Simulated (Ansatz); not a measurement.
`[Cl][GaH][GeH3]` + `[SiH3][SeH]` → `[SiH3][Se][GaH][Cl]` + GeH₄ at 700 K and 1 bar (cleavage of the Ga–Ge bond).

Gas-phase electronic energies from Ansatz, PBE0-D4/def2-TZVP geometries. CCSD(T)/CBS adds triple-zeta CCSD(T) − MP2 to the extrapolated MP2 energy (def2 sets, frozen cores). For Ga, Ge, Se outer-core shells are correlated without core-valence functions, which leaves a few kJ/mol of doubt a bond. Scalar relativity is left out up to krypton. Each species was taken in one conformer, which may not be the lowest.

| species | CCSD(T)/CBS energy (Eh) | H − E (kJ/mol) | S (J/(mol·K)) |
| --- | --- | --- | --- |
| `[Cl][GaH][GeH3]` | -4462.28367 | 145.6 | 454.2 |
| `[SiH3][SeH]` | -2692.20088 | 133.3 | 356.0 |
| `[SiH3][Se][GaH][Cl]` | -5076.01837 | 166.8 | 504.9 |
| GeH₄ | -2078.49493 | 112.9 | 267.3 |

H − E and S are ideal-gas, rigid-rotor, harmonic terms from PBE0-D4/def2-TZVP, for one conformer and one mirror image of each species. 1 Eh = 2625.50 kJ/mol, R = 8.31446 J/(mol·K).

Problem. By hand: ΔE, ΔH, ΔS and ΔG.

Solution. ΔE = (-5076.01837) + (-2078.49493) − (-4462.28367) − (-2692.20088) = -0.02875 Eh = -75.5 kJ/mol. Δ(H − E) = 166.8 + 112.9 − 145.6 − 133.3 = 0.8, so ΔH = -74.7 kJ/mol. ΔS = 504.9 + 267.3 − 454.2 − 356.0 = -38.0 J/(mol·K). ΔG = -74.7 − 700 × (-38.0)/1000 = -48.1 kJ/mol.

Problem. By hand: the equilibrium constant, and the temperature at which ΔG would vanish if ΔH and ΔS stayed fixed.

Solution. log₁₀ K = −ΔG/(RT ln 10) = 3.6. ΔG = 0 at ΔH/ΔS = 1966 K.

TΔS isn't small against ΔH here. A doubt of 5 kJ/mol in ΔE shifts log₁₀ K by 0.4 here. Other conformers and mirror images would add mixing entropy, several J/(mol·K) or more a flexible species. Modes under 60 cm⁻¹, often nearly free rotors, make the harmonic entropy too high. These are equilibria of isolated gas molecules and say nothing of rates. Largest T1 diagnostic: 0.012 (customary marks: 0.02 for closed shells, 0.045 for open ones).
